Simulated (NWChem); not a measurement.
Species: SiHCl, singlet; SMILES Cl[SiH]

```xyz
3

Si    -0.0798    -1.1153     0.0000
H      1.4428    -1.2886     0.0000
Cl    -0.0192     0.9943     0.0000
```
Atoms are numbered in this order, from 1.

Program: NWChem. Low-valent species are run as closed-shell singlets; no triplet was tried in these runs. Coordinates come from a B3LYP/6-31G* (spherical d) optimisation. Ions are spin-unrestricted doublets at the neutral geometry; other ion states weren't tried. Functional: LC-ωPBE (HJS hole) with def2-SVP; rows give the range parameter ω in 1/bohr.

```csv
range parameter (1/bohr),"vertical ionisation energy, ΔSCF (eV)",−ε(HOMO) (eV),ΔSCF minus −ε(HOMO) (eV)
0.05,9.22,6.58,2.64
0.15,9.30,7.90,1.40
0.25,9.43,8.81,0.62
0.35,9.55,9.40,0.15
0.40,9.59,9.61,-0.02
```
